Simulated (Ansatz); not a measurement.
Diatomic ClO-, closed-shell singlet (lowest of 2S+1 = 1, 3, 5 at CCSD(T)/def2-TZVPP on PBE0 minima; our sources give no spin for the ground state, which may be another).

Seven points along R, fitted to fifth degree in 1/R; most abundant isotopes. Runs in def2 and cc sets follow the lowest solution found near the PBE0 minimum. The singlet is held restricted. HF and MP2 rows in def2 and cc sets belong to the determinant that coupled cluster picked by its CCSD energy.

Frozen-core correlation. CBS: X⁻³ extrapolation of the correlation energy, Hartree–Fock from the larger set.

The values were computed with Ansatz (Gaussian orbitals). Values without a source in brackets are computed.

What bond length and harmonic frequency does BHLYP/def2-TZVPP give?

r_e = 1.677 Å, ω_e = 672 cm⁻¹.

What bond length and harmonic frequency does SCS-MP2/def2-QZVPP give?

r_e = 1.666 Å, ω_e = 749 cm⁻¹.

What bond length and harmonic frequency does CCSD(T)/CBS(aug-cc-pV(Q+d)Z, aug-cc-pV(5+d)Z) give?

r_e = 1.679 Å, ω_e = 673 cm⁻¹.

Ansatz is a program for electronic structure.
